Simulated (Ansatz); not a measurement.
The lowest singlet and triplet of NP (SMILES N#P); geometries from B3LYP-D3(BJ)/def2-TZVP, each state relaxed from the structure named, with no frequency check.
Singlet at the triplet's geometry (charge 0, multiplicity 1):
```xyz
2

N      0.0000     0.0000    -1.1142
P      0.0000     0.0000     0.5200
```

A positive gap puts the triplet lower; no zero-point energy. U- takes an unrestricted singlet (broken symmetry where lower, unprojected). The triplet is unrestricted in single-reference levels. Active spaces average the two states.

Frozen-core correlation.

Codes used: Ansatz (an electronic-structure program). 

Question: What gap E(singlet) − E(triplet), vertical, at the triplet's geometry does FIC-NEVPT4(SD) on SA-CASSCF(10,8)/cc-pV(T+d)Z give?

Answer: -62.9 kcal/mol

Question: What is the computed gap E(singlet) − E(triplet), vertical, at the triplet's geometry (FIC-MRCISD+Q on SA-CASSCF(10,8)/cc-pV(Q+d)Z)?

Answer: -63.9 kcal/mol

Question: What gap E(singlet) − E(triplet), vertical, at the triplet's geometry does U-B2PLYP/def2-TZVPP (spin-contaminated) give?

Answer: -60.6 kcal/mol
